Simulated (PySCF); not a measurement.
# Orbital picture of TaCl

r²SCAN at R = 2.300 Å; PySCF, scalar-relativistic core potentials, basis sets Ta def2-TZVPPD with ECP60, Cl def2-TZVPPD. State: quintet, unpaired electrons σ ↑, π ↑, δ ↑↑. Only the outer orbitals are listed, counted within each symmetry, core potentials removing the inner ones.

```json
{"spin": "α", "orbital": "6σ", "occ.": "1", "ε (eV)": "-20.51", "on Ta (%)": "6", "main shells (%)": "94 Cl s"}
{"spin": "α", "orbital": "7σ", "occ.": "1", "ε (eV)": "-9.42", "on Ta (%)": "22", "main shells (%)": "75 Cl p, 10 Ta d, 10 Ta s"}
{"spin": "α", "orbital": "3π", "occ.": "1", "ε (eV)": "-8.35", "on Ta (%)": "14", "main shells (%)": "86 Cl p, 12 Ta d"}
{"spin": "α", "orbital": "3π", "occ.": "1", "ε (eV)": "-8.30", "on Ta (%)": "11", "main shells (%)": "89 Cl p, 9 Ta d"}
{"spin": "α", "orbital": "8σ", "occ.": "1", "ε (eV)": "-5.83", "on Ta (%)": "100", "main shells (%)": "73 Ta s, 25 Ta d"}
{"spin": "α", "orbital": "1δ", "occ.": "1", "ε (eV)": "-4.41", "on Ta (%)": "100", "main shells (%)": "100 Ta d"}
{"spin": "α", "orbital": "1δ", "occ.": "1", "ε (eV)": "-4.31", "on Ta (%)": "99", "main shells (%)": "94 Ta d"}
{"spin": "α", "orbital": "4π", "occ.": "1", "ε (eV)": "-4.22", "on Ta (%)": "89", "main shells (%)": "82 Ta d, 10 Cl p"}
{"spin": "α", "orbital": "4π", "occ.": "0", "ε (eV)": "-3.28", "on Ta (%)": "92", "main shells (%)": "85 Ta d"}
{"spin": "α", "orbital": "9σ", "occ.": "0", "ε (eV)": "-2.78", "on Ta (%)": "90", "main shells (%)": "53 Ta d, 29 Ta p, 9 Cl p"}
{"spin": "α", "orbital": "5π", "occ.": "0", "ε (eV)": "-1.18", "on Ta (%)": "101", "main shells (%)": "96 Ta p"}
{"spin": "β", "orbital": "2π", "occ.": "1", "ε (eV)": "-36.97", "on Ta (%)": "100", "main shells (%)": "100 Ta p"}
{"spin": "β", "orbital": "2π", "occ.": "1", "ε (eV)": "-36.43", "on Ta (%)": "100", "main shells (%)": "100 Ta p"}
{"spin": "β", "orbital": "6σ", "occ.": "1", "ε (eV)": "-20.51", "on Ta (%)": "5", "main shells (%)": "94 Cl s"}
{"spin": "β", "orbital": "7σ", "occ.": "1", "ε (eV)": "-9.22", "on Ta (%)": "16", "main shells (%)": "82 Cl p, 9 Ta d"}
{"spin": "β", "orbital": "3π", "occ.": "1", "ε (eV)": "-8.27", "on Ta (%)": "7", "main shells (%)": "93 Cl p"}
{"spin": "β", "orbital": "3π", "occ.": "1", "ε (eV)": "-8.10", "on Ta (%)": "6", "main shells (%)": "93 Cl p"}
{"spin": "β", "orbital": "8σ", "occ.": "0", "ε (eV)": "-2.13", "on Ta (%)": "104", "main shells (%)": "93 Ta s"}
{"spin": "β", "orbital": "4π", "occ.": "0", "ε (eV)": "-1.50", "on Ta (%)": "92", "main shells (%)": "90 Ta d"}
{"spin": "β", "orbital": "9σ", "occ.": "0", "ε (eV)": "-1.11", "on Ta (%)": "87", "main shells (%)": "63 Ta d, 24 Ta p, 9 Cl p"}
```

Question: Which are the highest filled and the lowest empty level, where do they sit, and how wide is the gap?

Answer: Highest filled α 4π at -4.22 eV (in %: 82 Ta d, 10 Cl p); lowest empty α 4π at -3.28 eV (in %: 85 Ta d); the gap at r²SCAN is 0.94 eV. Both belong to one degenerate shell, split only by its one-sided filling, so this is no excitation gap.

The bond order (Mayer) is 1.21 and the ⟨S²⟩ is 6.010. The charge on Ta (Mulliken, basis-dependent) is 0.28. The charge on Ta (Löwdin, basis-dependent) is 0.08 and the dipole moment (positive dipole means Ta(−)Cl(+)) is -2.90 D.

Shares are Mulliken populations and can fall outside 0 to 100 %.

Spin–orbit coupling is left out. The state is the lowest single determinant that the PBE0 search found; with open d or f shells the true ground state can be another one.
